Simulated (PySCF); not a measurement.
**Ge²⁺ (germanium, charge +2) across methods**

[Ar] 3d10 4s1 5s1, high-spin 3S determinant (an excited configuration). Calculation: PySCF 2.14, in aug-cc-pVQZ-PP with ECP10MDF (7s6p5d3f2g, 89 functions); a scalar-relativistic core potential.

```
   method  E (hartree)  mean ε 3d β (eV)  mean ε 4s α (eV)  mean ε 5s α (eV)  Σ⟨r²⟩ (bohr²)   ⟨S²⟩
      M06    -293.0298           -60.421           -35.658           -13.195          35.08  2.000
      UHF   -291.85449           -70.178           -38.397           -14.051          36.66  2.000
    HSE06    -292.9072           -59.584           -35.159           -12.800          35.36  2.000
      PBE    -292.9462           -56.224           -34.307           -12.708          35.15  2.000
   r2SCAN    -292.8163           -56.624           -34.549           -12.669          35.26  2.001
      LDA    -292.4511           -56.390           -34.795           -12.686          34.94  2.000
     PBE0    -292.9145           -60.017           -35.464           -13.144          35.39  2.000
   M06-2X    -293.1044           -64.467           -35.915           -13.855          35.42  2.000
CAM-B3LYP    -292.9027           -61.407           -37.196           -13.752          35.42  2.000
```

Energies and moments cover only the electrons outside the core potential. The outer electron is Rydberg-like, and this basis confines it to a smaller radius and binds it less than a complete one would.
